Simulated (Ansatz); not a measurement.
A nudged elastic band was laid between two geometries of BClF2H3N (8 atoms, charge 0, multiplicity 1).

The calculation used RHF/def2-SVP (Ansatz 0.2.0).

```yaml
movable_images: 9
climbing_image: yes
spring: 5.0 eV/Å²
optimiser: quadratic models (default)
start_path: through a guess of the saddle point
force_threshold: 0.05 eV/Å
iteration_limit: 60
end_points: relaxed
```

Initial state:

```xyz
8
Properties=species:S:1:pos:R:3
B -0.024 -0.167 0.166
F 0.153 0.644 1.233
F 1.062 -0.291 -0.628
Cl -1.590 0.166 -0.767
N -0.233 -1.670 0.819
H -0.426 -2.346 0.097
H 0.604 -1.948 1.310
H -1.005 -1.668 1.468
```

Final state:

```xyz
8
Properties=species:S:1:pos:R:3
B 0.006 -0.661 -0.510
F -0.538 0.185 2.617
F 1.169 -0.101 -0.745
Cl -1.420 -0.067 -1.366
N -0.090 -1.703 0.427
H -0.911 -2.272 0.482
H 0.744 -2.156 0.751
H -0.419 -0.505 2.040
```

Q: What changes between the two ends?

A: Bonds broken: B1–F2, N5–H8. Bonds formed: F2–H8. BClF2H3N becomes BClFH2N + FH.

Q: What energy profile does the band end with?

A: The run converged. The highest image is number 6 of 0 to 10, 2.20 eV above the first end and 1.05 eV above the last; the last end lies 1.15 eV above the first. A vibrational analysis at the climbing image gives one clearly imaginary mode, 1487i cm⁻¹: a first-order saddle point. The orbitals stay closed-shell, which can raise the energy where a bond breaks towards radicals; this wasn't checked here.

| image | path coordinate (Å) | energy (eV) | B1–F2 (Å) | N5–H8 (Å) | F2–H8 (Å) |
| --- | --- | --- | --- | --- | --- |
| 0 | 0.00 | 0.00 | 1.35 | 1.01 | 2.60 |
| 1 | 0.38 | 0.01 | 1.35 | 1.01 | 2.49 |
| 2 | 0.77 | 0.04 | 1.35 | 1.01 | 2.42 |
| 3 | 1.15 | 0.05 | 1.35 | 1.01 | 2.36 |
| 4 | 1.53 | 0.22 | 1.37 | 1.01 | 1.97 |
| 5 | 1.91 | 1.09 | 1.48 | 1.07 | 1.49 |
| 6 | 2.30 | 2.20 | 1.71 | 1.34 | 1.09 |
| 7 | 2.71 | 1.61 | 2.14 | 1.68 | 0.93 |
| 8 | 3.13 | 1.24 | 2.60 | 1.95 | 0.91 |
| 9 | 3.54 | 1.16 | 2.99 | 2.06 | 0.91 |
| 10 | 3.96 | 1.15 | 3.28 | 2.04 | 0.91 |

Q: What is the geometry of the highest image?

A: 
```xyz
8
Properties=species:S:1:pos:R:3:forces:R:3
B -0.073 -0.417 -0.005 -0.03 0.01 -0.02
F -0.348 0.292 1.527 0.00 0.00 0.01
F 1.144 -0.031 -0.352 0.00 0.00 0.01
Cl -1.446 0.037 -1.066 0.01 -0.01 0.00
N -0.161 -1.748 0.719 0.01 0.00 0.01
H -0.933 -2.345 0.483 0.00 0.00 0.00
H 0.698 -2.271 0.745 0.00 -0.01 0.00
H -0.339 -0.795 1.646 0.01 0.00 -0.01
```

Q: What are the harmonic wavenumbers there?

A: 1487i, 247, 291, 343, 396, 434, 553, 667, 816, 968, 980, 1175, 1375, 1469, 1698, 2070, 3759, 3856 cm⁻¹.

Run time: 2.8 min on 1 thread of Arm Neoverse V2 (shared host), peak memory 0.17 GiB.
